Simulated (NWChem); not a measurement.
System: SiHBr$_{2}$F; SMILES F[SiH](Br)Br

The following NWChem deck was run.

```
start job
memory heap 200 mb stack 900 mb global 1100 mb
geometry units angstroms noautoz
  Si     0.725499     0.439311     0.000000
  F      2.069001    -0.434536     0.000000
  Br    -0.430555    -0.045305     1.827175
  Br    -0.430555    -0.045305    -1.827175
  H      1.078572     1.868449     0.000000
end
basis spherical
  Si library def2-svp
  F library def2-svp
  Br library def2-svp
  H library def2-svp
end
dft
  xc bhlyp
  iterations 150
  mulliken
end
task dft energy
```

Excerpt of the output:

```
             Northwest Computational Chemistry Package (NWChem) 7.3.0
             --------------------------------------------------------

 CS  symmetry detected

                             Geometry "geometry" -> ""
                             -------------------------

 Output coordinates in angstroms (scale by  1.889725989 to convert to a.u.)

  No.       Tag          Charge          X              Y              Z
 ---- ---------------- ---------- -------------- -------------- --------------
    1 Si                  14.0000     0.71667097     0.44881692     0.00000000
    2 F                    9.0000     2.08322684    -0.38851890     0.00000000
    3 Br                  35.0000    -0.42590786    -0.06676735    -1.82717500
    4 Br                  35.0000    -0.42590786    -0.06676735     1.82717500
    5 H                    1.0000     1.03111477     1.88694802     0.00000000

 Effective nuclear repulsion energy (a.u.)     578.9601614226

      Symmetry information
      --------------------

 Group name             Cs
 Group number              2
 Group order               2
 No. of unique centers     4

                                 NWChem DFT Module
                                 -----------------

 Summary of "ao basis" -> "ao basis" (spherical)
 ------------------------------------------------------------------------------
       Tag                 Description            Shells   Functions and Types
 ---------------- ------------------------------  ------  ---------------------
 Si                         def2-svp                 8       18   4s3p1d
 F                          def2-svp                 6       14   3s2p1d
 Br                         def2-svp                12       32   5s4p3d
 H                          def2-svp                 3        5   2s1p

      Symmetry analysis of basis
      --------------------------

        a'         59
        a"         42

            General Information
            -------------------
          SCF calculation type: DFT
          Wavefunction type:  closed shell.
          No. of atoms     :     5
          No. of electrons :    94
           Alpha electrons :    47
            Beta electrons :    47
          Charge           :     0
          Spin multiplicity:     1
          Use of symmetry is: on ; symmetry adaption is: on
          Maximum number of iterations: 150
          AO basis - number of functions:   101
                     number of shells:    41
          Convergence on energy requested:  1.00D-06
          Convergence on density requested:  1.00D-05
          Convergence on gradient requested:  5.00D-04

              XC Information
              --------------
                        BHLYP Method XC Functional
                     Hartree-Fock (Exact) Exchange  0.500
                        Slater Exchange Functional  0.500 local
                    Becke 1988 Exchange Functional  0.500 non-local
              Lee-Yang-Parr Correlation Functional  1.000

             Grid Information
             ----------------
          Grid used for XC integration:  medium
          Radial quadrature: Mura-Knowles
          Angular quadrature: Lebedev.
          Tag              B.-S. Rad. Rad. Pts. Rad. Cut. Ang. Pts.
          ---              ---------- --------- --------- ---------
          Si                  1.10       88           8.0       590
          F                   0.50       49           9.0       434
          Br                  1.15      112          10.0       590
          H                   0.35       45           9.0       434
          Grid pruning is: on
          Number of quadrature shells:   294
          Spatial weights used:  Erf1

      Superposition of Atomic Density Guess
      -------------------------------------

 Sum of atomic energies:       -5532.70195175

      Non-variational initial energy
      ------------------------------

 Total energy =   -5533.500171
 1-e energy   =   -8859.861589
 2-e energy   =    2747.401257
 HOMO         =      -0.381578
 LUMO         =       0.051809

      Symmetry analysis of molecular orbitals - initial
      -------------------------------------------------

  Numbering of irreducible representations:

     1 a'          2 a"

  Orbital symmetries:

     1 a'          2 a"          3 a'          4 a'          5 a"
     6 a"          7 a'          8 a"          9 a'         10 a"
    11 a'         12 a'         13 a'         14 a"         15 a'
    16 a"         17 a'         18 a'         19 a"         20 a"
    21 a'         22 a'         23 a'         24 a"         25 a'
    26 a"         27 a'         28 a'         29 a"         30 a"
    31 a'         32 a'         33 a"         34 a"         35 a'
    36 a'         37 a"         38 a'         39 a'         40 a"
    41 a'         42 a"         43 a'         44 a'         45 a"
    46 a"         47 a'         48 a'         49 a'         50 a"
    51 a'         52 a'         53 a"         54 a'         55 a"
    56 a'         57 a"

     ---------------------------------------------
      Total Density - Mulliken Population Analysis
     ---------------------------------------------

    Atom       Charge   Shell Charges
 -----------   ------   -------------------------------------------------------
    1 Si  14    12.60   2.00  1.99  0.88  0.15  5.93  0.80  0.60  0.25
    2 F    9     9.56   1.99  1.15  0.78  3.51  2.13  0.00
    3 Br  35    35.39   2.00  2.00  2.00  1.36  0.58  6.00  5.99  2.37  3.07  8.23  1.73  0.06
    4 Br  35    35.39   2.00  2.00  2.00  1.36  0.58  6.00  5.99  2.37  3.07  8.23  1.73  0.06
    5 H    1     1.07   0.69  0.37  0.01

   convergence    iter        energy       DeltaE   RMS-Dens  Diis-err
 ---------------- ----- ----------------- --------- --------- ---------
 d= 0,ls=0.0,diis     1  -5537.4717383736 -6.12D+03  1.12D-02  6.09D-01
 d= 0,ls=0.0,diis     2  -5537.4821143625 -1.04D-02  5.28D-03  6.22D-01
 d= 0,ls=0.0,diis     3  -5537.5482832535 -6.62D-02  5.36D-04  6.01D-03
 d= 0,ls=0.0,diis     4  -5537.5487057704 -4.23D-04  2.38D-04  9.01D-04
 d= 0,ls=0.0,diis     5  -5537.5488065787 -1.01D-04  6.88D-05  4.24D-05
  Resetting Diis
 d= 0,ls=0.0,diis     6  -5537.5488125727 -5.99D-06  1.27D-05  2.15D-06
 d= 0,ls=0.0,diis     7  -5537.5488127725 -2.00D-07  4.80D-06  1.53D-07

         Total DFT energy =    -5537.548812772506
      One electron energy =    -8860.405094317524
           Coulomb energy =     2958.444351194875
    Exchange-Corr. energy =     -214.548231072483
 Nuclear repulsion energy =      578.960161422627

 Numeric. integr. density =       94.000003960771

                  Occupations of the irreducible representations
                  ----------------------------------------------

                     irrep           alpha         beta
                     --------     --------     --------
                     a'               27.0         27.0
                     a"               20.0         20.0

                       DFT Final Molecular Orbital Analysis
                       ------------------------------------

 Vector   45  Occ=2.000000D+00  E=-3.747979D-01  Symmetry=a'
              MO Center= -2.3D-01,  1.1D-01,  5.0D-13, r^2= 4.7D+00
   Bfn.  Coefficient  Atom+Function         Bfn.  Coefficient  Atom+Function
  ----- ------------  ---------------      ----- ------------  ---------------
    48      0.388602  3 Br py                80      0.388602  4 Br py
    45      0.350124  3 Br py                77      0.350124  4 Br py
    42     -0.230902  3 Br py                74     -0.230902  4 Br py
    97     -0.180285  5 H  s                 98     -0.162501  5 H  s
    47      0.084713  3 Br px                79      0.084713  4 Br px

 Vector   46  Occ=2.000000D+00  E=-3.724284D-01  Symmetry=a"
              MO Center= -3.8D-01, -4.3D-02, -5.8D-13, r^2= 4.7D+00
   Bfn.  Coefficient  Atom+Function         Bfn.  Coefficient  Atom+Function
  ----- ------------  ---------------      ----- ------------  ---------------
    48      0.396067  3 Br py                80     -0.396067  4 Br py
    45      0.351628  3 Br py                77     -0.351628  4 Br py
    42     -0.232384  3 Br py                74      0.232384  4 Br py
    47     -0.157343  3 Br px                79      0.157343  4 Br px
    44     -0.136231  3 Br px                76      0.136231  4 Br px

 Vector   47  Occ=2.000000D+00  E=-3.620971D-01  Symmetry=a"
              MO Center= -3.7D-01, -4.7D-02, -1.8D-13, r^2= 4.8D+00
   Bfn.  Coefficient  Atom+Function         Bfn.  Coefficient  Atom+Function
  ----- ------------  ---------------      ----- ------------  ---------------
    49     -0.311971  3 Br pz                81     -0.311971  4 Br pz
    47      0.293938  3 Br px                79     -0.293938  4 Br px
    46     -0.277952  3 Br pz                78     -0.277952  4 Br pz
    44      0.266239  3 Br px                76     -0.266239  4 Br px
    43      0.182890  3 Br pz                75      0.182890  4 Br pz

 Vector   48  Occ=0.000000D+00  E= 2.139077D-02  Symmetry=a'
              MO Center=  1.8D-02,  3.0D-01,  9.8D-14, r^2= 4.2D+00
   Bfn.  Coefficient  Atom+Function         Bfn.  Coefficient  Atom+Function
  ----- ------------  ---------------      ----- ------------  ---------------
     4      0.793185  1 Si s                  3      0.756258  1 Si s
    11     -0.578688  1 Si px                49     -0.542644  3 Br pz
    81      0.542644  4 Br pz                98     -0.456003  5 H  s
     2      0.340044  1 Si s                 37     -0.340548  3 Br s
    69     -0.340548  4 Br s                  8     -0.262485  1 Si px

 Vector   49  Occ=0.000000D+00  E= 5.488364D-02  Symmetry=a'
              MO Center=  6.5D-01,  3.4D-01,  1.6D-13, r^2= 3.7D+00
   Bfn.  Coefficient  Atom+Function         Bfn.  Coefficient  Atom+Function
  ----- ------------  ---------------      ----- ------------  ---------------
    11      0.866529  1 Si px                12     -0.575413  1 Si py
    21     -0.532586  2 F  s                  3      0.329291  1 Si s
    47     -0.201115  3 Br px                79     -0.201115  4 Br px
    25      0.171132  2 F  px                48      0.170481  3 Br py
    80      0.170481  4 Br py                 9     -0.166814  1 Si py

 Vector   50  Occ=0.000000D+00  E= 6.646904D-02  Symmetry=a"
              MO Center=  6.9D-01,  5.5D-01, -1.8D-14, r^2= 4.0D+00
   Bfn.  Coefficient  Atom+Function         Bfn.  Coefficient  Atom+Function
  ----- ------------  ---------------      ----- ------------  ---------------
    13      1.277470  1 Si pz                37      0.455568  3 Br s
    69     -0.455568  4 Br s                 47      0.401696  3 Br px
    79     -0.401696  4 Br px                10      0.357604  1 Si pz
    49      0.334504  3 Br pz                81      0.334504  4 Br pz
    27     -0.214202  2 F  pz                36      0.190665  3 Br s

     ---------------------------------------------
      Total Density - Mulliken Population Analysis
     ---------------------------------------------

    Atom       Charge   Shell Charges
 -----------   ------   -------------------------------------------------------
    1 Si  14    13.07   2.00  1.98  1.01 -0.00  5.93  1.13  0.61  0.41
    2 F    9     9.35   1.99  1.13  0.80  3.35  2.08  0.01
    3 Br  35    35.25   2.00  2.00  1.99  1.42  0.54  6.00  5.98  2.38  2.91  8.20  1.74  0.08
    4 Br  35    35.25   2.00  2.00  1.99  1.42  0.54  6.00  5.98  2.38  2.91  8.20  1.74  0.08
    5 H    1     1.07   0.74  0.32  0.01

     -------------------------------------------
      Total Density - Lowdin Population Analysis
     -------------------------------------------

    Atom       Charge   Shell Charges
 -----------   ------   -------------------------------------------------------
    1 Si  14    13.56   2.00  1.93  0.66  0.33  5.81  1.15  1.03  0.64
    2 F    9     9.21   1.98  1.02  0.76  3.23  2.23  0.01
    3 Br  35    35.07   2.00  2.00  1.96  1.13  0.74  5.99  5.82  2.47  2.93  7.85  2.03  0.15
    4 Br  35    35.07   2.00  2.00  1.96  1.13  0.74  5.99  5.82  2.47  2.93  7.85  2.03  0.15
    5 H    1     1.09   0.65  0.41  0.03

     Multipole analysis of the density
     ---------------------------------

     L   x y z        total         alpha         beta         nuclear
     -   - - -        -----         -----         ----         -------
     0   0 0 0     -0.000000    -47.000000    -47.000000     94.000000

     1   1 0 0     -0.091837     -0.045919     -0.045919     -0.000000
     1   0 1 0      0.457072      0.228536      0.228536     -0.000000
     1   0 0 1      0.000000      0.000000      0.000000      0.000000

     2   2 0 0    -42.080096   -128.190138   -128.190138    214.300181
     2   1 1 0      1.467141     -1.328776     -1.328776      4.124692
     2   1 0 1      0.000000      0.000000      0.000000      0.000000
     2   0 2 0    -39.836792    -34.294179    -34.294179     28.751566
     2   0 1 1      0.000000      0.000000      0.000000      0.000000
     2   0 0 2    -40.588369   -437.572681   -437.572681    834.556993
```

Level: BHandHLYP/def2-SVP. Coordinates come from a B3LYP/6-31G* (spherical d) optimisation.
